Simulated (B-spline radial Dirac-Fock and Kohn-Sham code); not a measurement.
# Tl⁺: eigenvalues, ΔSCF and the reference

System: thallium as Tl⁺ in the configuration 1s2 2s2 2p6 3s2 3p6 3d10 4s2 4p6 4d10 4f14 5s2 5p6 5d9 6s2 6p1 (not the ground configuration).

The density-functional columns are spherical, spin-unpolarised Dirac-Kohn-Sham results without Breit or QED terms: −ε is minus the orbital energy of the initial state and ΔSCF the difference of two total energies. The reference in the last column comes from ΔSCF Dirac-Fock with Breit, self-energy and vacuum polarisation, finite nucleus, configuration average. All numbers are from a B-spline atomic structure program, in eV; a selection of levels is shown. For the 1s level of heavy atoms much of the gap between ΔSCF and the reference is the Breit and QED part, -473.7 eV here; for other levels the error of the functional can be larger.

```csv
level,LDA −ε,LDA ΔSCF,Dirac-Fock
1s,85378.7,86009.4,85546.5
2s,15202.6,15319.9,15374.4
2p1/2,14604.0,14756.2,14720.0
2p3/2,12540.8,12667.0,12678.0
3s,3638.2,3672.8,3733.8
3p1/2,3366.2,3403.6,3441.8
3p3/2,2907.6,2940.8,2983.0
3d3/2,2454.9,2495.0,2507.5
4s,821.5,837.3,875.4
4p1/2,704.1,719.9,749.2
4p3/2,592.3,607.2,637.0
4d3/2,399.7,414.4,431.4
4f5/2,129.9,143.9,142.8
4f7/2,125.3,139.2,138.4
5s,143.9,152.5,161.3
5p1/2,104.1,112.4,116.8
5p3/2,83.49,91.29,96.56
5d,27.50,34.13,32.90
6s,19.05,23.60,21.22
6p,10.16,13.73,13.02
```

Values without a named source are computed, but for edge energies of neutral atoms, which are taken from tables.
